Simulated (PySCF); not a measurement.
Below is a simulated gas-phase C 1s photoelectron spectrum of `C=[CH][GeH2][SiH3]`.

Every computed line was given a Gaussian of 0.7 eV full width at half maximum and an area set by the number of equivalent atoms; the highest printed point is 100. Method: PySCF 2.14.0, delta-SCF UKS SCAN, pcX-2 on the ionised atom, pcseg-1 elsewhere, spin-free X2C.

binding energy (eV), intensity and a bar:
```
    289.2          0 
    289.3          0 
    289.4          1 
    289.5          3 #
    289.6          7 ##
    289.7         14 ####
    289.8         25 #######
    289.9         40 ############
    290.0         58 #################
    290.1         77 #######################
    290.2         92 ############################
    290.3        100 ##############################
    290.4         98 #############################
    290.5         87 ##########################
    290.6         70 #####################
    290.7         51 ###############
    290.8         34 ##########
    290.9         20 ######
    291.0         11 ###
    291.1          5 ##
    291.2          2 #
    291.3          1 
    291.4          0
```

Task: How many maxima does the curve show, and how many computed lines lie under it?

Result: The curve has 1 maximum (at 290.3 eV). Under it lie 2 lines from 2 inequivalent carbon sites. At this width some lines have no maximum of their own.

Task: Decompose the envelope and assign each component. Numbering: `[CH2:1]=[CH:2][GeH2:3][SiH3:4]`.

Result: 
| position (eV) | relative area | line | atoms | environment |
| --- | --- | --- | --- | --- |
| 290.23 | 1 | C 1s | C2 | alkene CH carbon |
| 290.44 | 1 | C 1s | C1 | terminal =CH2 carbon |

Task: Above which line width would these two lines show one maximum?

Result: Two equal Gaussians merge once their distance is under 2σ = FWHM/1.177. With 0.21 eV between them that is a full width over 0.25 eV.

The 2 C 1s values lie within 0.21 eV of each other; Gaussian lines of 0.5 eV full width would blend them into one maximum.

No satellites, vibrations or lifetime broadening are included. Isolated species at its PBE0-D3(BJ)/def2-SVP geometry (one conformer only).

Shape of the structure used: `[CH2:1]=[CH:2][GeH2:3][SiH3:4]`: C1–C2–Ge3–Si4 -1°.
